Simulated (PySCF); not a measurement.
Tl(I) cation (ITl), SMILES [I][Tl] (connectivity only; charge and spin as stated), charge +1, multiplicity 2. Atoms are numbered in the order given.

```xyz
2

Tl     0.0000     0.0000    -1.3523
I      0.0000     0.0000     2.0668
```
Charge +1, spin multiplicity 2.

Geometry optimised at B3LYP-D3(BJ)/def2-TZVP. The spin state was assumed, not searched. The def2 effective core potentials stand for the cores of I, Tl; spin–orbit coupling is left out.

Computed with PySCF with B3LYP-D3(BJ)/def2-TZVP.

Frequencies are harmonic and unscaled.

Computed normal modes with their intensities:
```
mode  ν (cm⁻¹)  IR (km/mol)  moving atoms (share of kinetic energy)
----  --------  -----------  --------------------------------------
1           67          8.0                         I 62 %, Tl 38 %
```
